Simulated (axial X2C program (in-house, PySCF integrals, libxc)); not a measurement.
**LiAg: cheaper levels and CCSD(T), two-component**

Calculated with an axial X2C code built on PySCF integrals. Two-component (2c) means X2C with spin–orbit coupling and atomic mean-field two-electron Coulomb and Gaunt terms. Basis: Ag dyall-cv3z [12s12p8d5f3g], Li dyall-cv3z [7s8p2d] (cores contracted in-house); Gaussian nuclei, density fitting, unrestricted open shells. Masses: Ag 106.905 u, Li 7.016 u.

State: Ω = 0 (closed shell); fragments Ag + Li.

| level | Re (Å) | ωe (cm⁻¹) | De (eV) |
| --- | --- | --- | --- |
| PBE0 | 2.402 | 365.5 | 1.62 |
| HF | 2.567 | 309.9 | 0.509 |
| MP2 | 2.360 | 396.7 | 1.70 |
| CCSD | 2.410 | 372.5 | 1.71 |
| r2SCAN | 2.373 | 380.6 | 1.81 |

Correlated methods: 12 electrons correlated (number of frozen shells: Ag 4 s, 3 p, 1 d; Li 1 s), 252 virtual spin orbitals or spinors in MP2, 90 natural virtuals in coupled cluster.

CCSD(T), same Hamiltonian and basis:

Re = 2.393 Å, ωe = 381.1 cm⁻¹, De = 1.83 eV; T1 = 0.037 (Lee–Taylor normalisation).

Question: Give the differences from CCSD(T) in the columns below.

Answer: 

```json
{"level": "PBE0", "ΔRe (Å)": "0.009", "Δωe (cm⁻¹)": "-16", "ΔDe (eV)": "-0.21"}
{"level": "HF", "ΔRe (Å)": "0.174", "Δωe (cm⁻¹)": "-71", "ΔDe (eV)": "-1.32"}
{"level": "MP2", "ΔRe (Å)": "-0.033", "Δωe (cm⁻¹)": "16", "ΔDe (eV)": "-0.13"}
{"level": "CCSD", "ΔRe (Å)": "0.017", "Δωe (cm⁻¹)": "-9", "ΔDe (eV)": "-0.12"}
{"level": "r2SCAN", "ΔRe (Å)": "-0.020", "Δωe (cm⁻¹)": "0", "ΔDe (eV)": "-0.02"}
```

One determinant describes the state; a PBE0 search over occupations chose it and may have missed a lower one. Closed shells are restricted here (equal orbitals for both partners); the stretched side of such a curve lies too high. Dissociation energies refer to the lowest single-determinant-based atoms at the same level and basis. Coupled cluster ran in a truncated set of natural virtual spinors; the MP2 energy of the rest was added. (T) has no such correction and the atoms are truncated less, which lowers De at CCSD(T) by a hundredth of an eV or more. The T1 diagnostic is large, a sign of multireference character.
